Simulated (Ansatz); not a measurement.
Consider the hydrogenolysis of the Si–Cl bond: `O[Si]([SiH3])(S)Cl` + H₂ → `O[SiH]([SiH3])S` + HCl.

Computed with Ansatz on PBE0-D4/def2-TZVP structures; ΔE is electronic, products minus reactants. CCSD(T)/CBS adds triple-zeta CCSD(T) − MP2 to the extrapolated MP2 energy (def2 sets, frozen cores). This one scheme is used for every species. Functionals use def2-TZVPP. Each species was taken in one conformer, which may not be the lowest.

Q: Is it downhill or uphill in electronic energy at CCSD(T)/CBS, and by how much? (Best estimate.)

A: Computed: Uphill: ΔE = +92.0 kJ/mol.

Q: What do these levels give: LDA (SPW92), PBE-D4, B97M-V, PBE0-D4, PBE, revPBE, r2SCAN, r2SCANh, BHLYP, HF/def2-TZVPP, HF/def2-QZVPP, SCS-MP2/def2-QZVPP? (Estimate.)

A: Computed: LDA (SPW92) 90.2, PBE-D4 94.0, B97M-V 93.0, PBE0-D4 91.9, PBE 86.8, revPBE 84.0, r2SCAN 96.5, r2SCANh 95.2, BHLYP 81.2, HF/def2-TZVPP 74.5, HF/def2-QZVPP 74.1, SCS-MP2/def2-QZVPP 93.1 kJ/mol.

Largest T1 diagnostic among the species: 0.012.

Leaving LDA and LC-ωPBE aside and taking each functional with its dispersion term where it has one, the values, not all of them listed here, spread over 11.0 kJ/mol, from B2PLYP to revPBE-D4. LDA lies +3.4 kJ/mol from PBE without D4. From r2SCAN to r2SCAN0 (25 % exact exchange), in def2-TZVPP and without D4, ΔE moves by −3.2 kJ/mol.
